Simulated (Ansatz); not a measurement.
hexamethyldisilane (C6H18Si2), singlet, geometry from GFN2-xTB; Ansatz (a program for electronic structure) with PBE0/6-31G*.

The Ansatz input:
Ansatz 0.2 input:
```yaml
crystal:
  periodic: [false, false, false]
  atoms:
    - {symbol: C, position_ang: [-1.85250354, -0.75341260, -1.64491509]}
    - {symbol: Si, position_ang: [-1.15751455, -0.19252911, 0.04867828]}
    - {symbol: C, position_ang: [-2.11542853, 1.38464731, 0.55933844]}
    - {symbol: C, position_ang: [-1.59427803, -1.55639574, 1.31949060]}
    - {symbol: Si, position_ang: [1.15751455, 0.19252911, -0.04867828]}
    - {symbol: C, position_ang: [1.85250354, 0.75341260, 1.64491509]}
    - {symbol: C, position_ang: [1.59427803, 1.55639574, -1.31949060]}
    - {symbol: C, position_ang: [2.11542853, -1.38464731, -0.55933844]}
    - {symbol: H, position_ang: [-1.38122298, -1.67339640, -1.97770833]}
    - {symbol: H, position_ang: [-1.67730056, -0.00252223, -2.40956825]}
    - {symbol: H, position_ang: [-2.92336754, -0.93233716, -1.60300705]}
    - {symbol: H, position_ang: [-3.18676964, 1.20960247, 0.60524631]}
    - {symbol: H, position_ang: [-1.80050263, 1.73611210, 1.53735739]}
    - {symbol: H, position_ang: [-1.94720648, 2.19230528, -0.14678963]}
    - {symbol: H, position_ang: [-2.66467346, -1.73677739, 1.36677783]}
    - {symbol: H, position_ang: [-1.11614133, -2.49769952, 1.06540523]}
    - {symbol: H, position_ang: [-1.26551507, -1.28301853, 2.31769233]}
    - {symbol: H, position_ang: [2.92336754, 0.93233716, 1.60300705]}
    - {symbol: H, position_ang: [1.38122298, 1.67339640, 1.97770833]}
    - {symbol: H, position_ang: [1.67730056, 0.00252223, 2.40956825]}
    - {symbol: H, position_ang: [1.26551507, 1.28301853, -2.31769233]}
    - {symbol: H, position_ang: [1.11614133, 2.49769952, -1.06540523]}
    - {symbol: H, position_ang: [2.66467346, 1.73677739, -1.36677783]}
    - {symbol: H, position_ang: [1.80050263, -1.73611210, -1.53735739]}
    - {symbol: H, position_ang: [1.94720648, -2.19230528, 0.14678963]}
    - {symbol: H, position_ang: [3.18676964, -1.20960247, -0.60524631]}
basis:
  gaussian:
    orbitals: 6-31G*
hamiltonian:
  xc: pbe0
scf: {lower_state_search: full}
```

### Question
What does Ansatz print? Leave out banner, timings and long lists.

### Answer

```
Functional definition: PBE0
1758 factors; integrals over basis functions are off by at most 7.1e-4 eV
mean field evaluation 1: about -22239.7242 eV, gradient 8.7e1 eV
mean field evaluation 2: about -22240.3266 eV, gradient 8.7e1 eV
mean field evaluation 4: about -22257.3350 eV, gradient 4.3e0 eV
mean field evaluation 8: about -22257.4097 eV, gradient 3.2e-1 eV
mean field evaluation 16: about -22257.4100 eV, gradient 7.9e-6 eV
mean field -22257.41003191 eV, -817.9447320583 hartree, gradient 7.9e-6 eV, S^2 0.000000; 0 other end points of the search recorded, 0 dependent functions left out
reference -22257.41005654 eV, -817.9447329633 hartree; 41, 41 occupied and 123, 123 virtual orbitals, 1758 factors
Total energy: -22257.41005654 eV, -817.9447329633 hartree
```
